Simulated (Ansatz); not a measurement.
**Relaxing a trial structure of BBrF2**

The starting geometry of this gas-phase triplet was optimised with GFN2-xTB as a singlet; its bonds are those of `FB(F)Br`.

```yaml
atoms:
  - { symbol: B, position_ang: [-0.0937, -0.0683, -0.0239] }
  - { symbol: Br, position_ang: [1.5425, 0.7415, 0.2648] }
  - { symbol: F, position_ang: [-0.2039, -1.3667, -0.1176] }
  - { symbol: F, position_ang: [-1.1894, 0.6332, -0.1434] }
```

Predict what it relaxes into with PBE0-D4/def2-SVP.

It loosens into BF2 + Br, which stay close as a complex. Contacts that open: B1–Br2 (1.85 → 3.19 Å).

The energy falls by 2.86 eV over 13 steps:

```json
{"step": "1", "E − E(last) (eV)": "2.859"}
{"step": "2", "E − E(last) (eV)": "2.483"}
{"step": "4", "E − E(last) (eV)": "0.665"}
{"step": "5", "E − E(last) (eV)": "0.398"}
{"step": "6", "E − E(last) (eV)": "0.146"}
{"step": "8", "E − E(last) (eV)": "0.007"}
{"step": "9", "E − E(last) (eV)": "0.003"}
{"step": "10", "E − E(last) (eV)": "0.001"}
{"step": "12", "E − E(last) (eV)": "0.000"}
{"step": "13", "E − E(last) (eV)": "0.000"}
```

Final geometry (Å):

```json
{"atom": "B", "x (Å)": "-0.6392", "y (Å)": "-0.3320", "z (Å)": "0.3606"}
{"atom": "Br", "x (Å)": "2.2145", "y (Å)": "1.0712", "z (Å)": "0.1712"}
{"atom": "F", "x (Å)": "-0.2574", "y (Å)": "-1.4192", "z (Å)": "-0.2628"}
{"atom": "F", "x (Å)": "-1.2625", "y (Å)": "0.6197", "z (Å)": "-0.2891"}
```

The end wasn't checked by frequencies. Open shells are spin-unrestricted. The triplet needn't be the ground state. Run with Ansatz 0.2.0, 70 s on 2 threads of Arm Neoverse V1, on a shared host.
